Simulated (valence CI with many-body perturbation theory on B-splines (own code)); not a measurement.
**Er37+: fill in the table**

Method: configuration interaction combined with many-body perturbation theory (CI+MBPT): three valence electrons over a frozen Dirac-Fock core [Ar] 3d10, a basis of 11 s, 11 p, 9 d, 7 f, 5 g, 2 h, 1 i functions for each j, with the one-electron correlation potential Σ1, the two-electron term Σ2, the three-electron term Σ3, Breit, model QED; selected CI, second order for the rest (own B-spline code, finite nucleus).

No measured spectrum was set against this ion. As an estimate, large intervals hold to a few tenths of a per cent, small ones and those within an open d or f shell to about a per cent.

| Level | E (eV) |
| --- | --- |
| (4s^2 4p1/2) J=1/2 | 0.00 |
| (4s^2 4p3/2) J=3/2 | ? |
| (4s 4p1/2^2) J=1/2 | 81.78 |
| (4s 4p1/2 4p3/2) J=3/2 [a] | 133.15 |
| (4s 4p1/2 4p3/2) J=5/2 | ? |
| (4s 4p1/2 4p3/2) J=3/2 [b] | 150.78 |
| (4s 4p1/2 4p3/2) J=1/2 | 153.57 |
| (4s 4p3/2^2) J=5/2 | 197.24 |
| (4s^2 4d3/2) J=3/2 | ? |
| (4s 4p3/2^2) J=1/2 | 215.96 |
| (4s^2 4d5/2) J=5/2 | 217.87 |
| (4s 4p3/2^2) J=3/2 | 220.03 |
| (4p1/2^2 4p3/2) J=3/2 | 233.60 |
| (4s 4p1/2 4d3/2) J=3/2 [a] | ? |
| (4s 4p1/2 4d3/2) J=5/2 | 271.22 |
| (4s 4p1/2 4d3/2) J=3/2 [b] | 283.03 |
| (4s 4p1/2 4d3/2) J=1/2 | 283.22 |
| (4s 4p1/2 4d5/2) J=5/2 [a] | ? |
| (4p1/2 4p3/2^2) J=3/2 | ? |
| (4s 4p1/2 4d5/2) J=7/2 | 289.83 |

Levels are named by their leading jj configuration (3d3/2^4 stands for four electrons in 3d with j = 3/2), which in mixed levels can hold well under half, so a name can repeat and another be missing. Letters in brackets count levels of one name in rising energy.

(1) The levels stand in rising order. What does the calculation give for the missing energies?

Results:

(1) (4s^2 4p3/2) J=3/2 62.34; (4s 4p1/2 4p3/2) J=5/2 140.34; (4s^2 4d3/2) J=3/2 200.78; (4s 4p1/2 4d3/2) J=3/2 [a] 265.98; (4s 4p1/2 4d5/2) J=5/2 [a] 284.79; (4p1/2 4p3/2^2) J=3/2 286.79.
